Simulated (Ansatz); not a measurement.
Harmonic frequencies (cm⁻¹) at PBE0-D4/def2-TZVP from Ansatz: 74, 139, 172, 247, 277, 356, 434, 463, 550, 606, 615, 730, 854, 920, 937, 1013, 1161, 1184, 1196, 1365, 1376, 1391, 1402, 1475, 1477, 1487, 1497, 1983, 2021, 3010, 3037, 3041, 3110, 3118, 3129, 3131.

Each molecule was computed in one conformer, which needn't be the lowest.

Q: Which molecule is it?
A. `[CH3][GaH][Se]C`
B. `CC(C)=[O+][GaH3-]`
C. `[CH3][Ga]([SH])[SH]`
D. `CC(C)[O][GaH2]`

A: D.
